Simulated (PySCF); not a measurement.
Si3BH7F2

Si3BH7F2 is a small molecule, neutral, singlet. The structure, one conformer, was relaxed in the gas phase by PBE0-D3(BJ)/def2-SVP. No frequency run checks that it is a minimum.

SMILES: F[Si](F)([SiH3])B[SiH3]

```
atom   x (Å)   y (Å)   z (Å)
 Si1  -0.710  -0.652   0.867
 Si2  -2.276   0.779  -0.155
  F3  -1.180  -0.921   2.401
  B4   1.152   0.076   0.764
 Si5   2.342  -0.256  -0.821
  F6  -0.828  -2.098   0.129
  H7  -2.032   0.801  -1.630
  H8  -3.657   0.280   0.120
  H9  -2.129   2.166   0.383
 H10   1.481   0.886   1.599
 H11   2.144  -1.600  -1.444
 H12   1.903   0.780  -1.820
 H13   3.795  -0.044  -0.542
```

Shieldings: GIAO PBE0/pcSseg-1. Shifts are against computed references at the same level: H TMS (σ 31.27 ppm), Si TMS (σ 352.0 ppm). Core levels by delta-SCF with SCAN, pcX-2 on the ionised atom and pcseg-1 elsewhere, spin-free X2C (2p3/2 is the spin-free 2p value less a third of a first-order spin-orbit splitting); from the vacuum level, for chosen atoms.

**Question.** Give the NMR and core-level values of the distinct atoms.

**Answer.** 
```csv
atoms,bonded to,σ (ppm),δ (ppm),core level (eV)
Si1,1 B + 2 F + 1 Si,314.1,37.9,2p3/2 108.18
Si2,1 Si + 3 H,465.9,-113.9,2p3/2 106.89
F3,1 Si,331.6,-,1s 692.23
B4,2 Si + 1 H,-40.9,-,-
Si5,1 B + 3 H,447.3,-95.3,-
F6,1 Si,331.0,-,1s 692.25
H7 H8 H9,1 Si,27.90,3.37,-
H10,1 B,18.55,12.71,-
H11 H12 H13,1 Si,27.31,3.96,-
```

Values are those of this one static structure, with the three H of a rotating XH3 group averaged; atoms that internal rotation interchanges would show their mean in an NMR spectrum.

Core levels of B4 are left out, their hole states being strongly spin-contaminated.

**Question.** Which of Si1, Si2 holds its core electrons tightest, and by how much against the loosest?

**Answer.** Si1 (bonded to 1 B + 2 F + 1 Si), by 1.29 eV over Si2 (bonded to 1 Si + 3 H).

**Question.** By CAM-B3LYP/def2-SVPD (TDDFT singlets, Tamm-Dancoff triplets, ionisation by delta-SCF), where does absorption start, and what does vertical ionisation take?

**Answer.** The lowest singlet lies at 3.16 eV (f 0.015), the strongest of the first 6 at 6.21 eV (f 0.051), the lowest triplet at 2.44 eV; vertical ionisation takes 9.84 eV.
